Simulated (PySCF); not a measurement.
The scaffold SiH2(OH)-X carries different groups X. Gas-phase values, no solvent. One relaxed conformer stands for each flexible species; it need not be the lowest. Strings in code marks are SMILES.

Quantity: vertical ionisation energy (energy after one electron is removed minus that of the parent at the parent's geometry), in eV.

A: `CS[SiH2]O` (C–S–Si–O torsion 152°, S–Si–O–H torsion -50°)
B: `CN[SiH2]O` (C–N–Si–O torsion 83°, N–Si–O–H torsion -73°)
C: `CC[SiH2]O` (C–C–Si–O torsion 178°, C–Si–O–H torsion 71°)
D: `O[SiH2]S` (H–O–Si–S torsion -52°, O–Si–S–H torsion -65°)
E: `OC[SiH2]O`
F: `O[SiH2]F` (H–O–Si–F torsion 72°)

### Question
Rank these by vertical ionisation energy (energy after one electron is removed minus that of the parent at the parent's geometry) (lowest first), as PBE-D3(BJ)/def2-TZVP // PBE0-D4/def2-TZVP (PySCF) gives it.

### Answer
A (8.96 eV), B (9.00 eV), E (9.38 eV), C (9.72 eV), D (9.80 eV), F (11.41 eV)
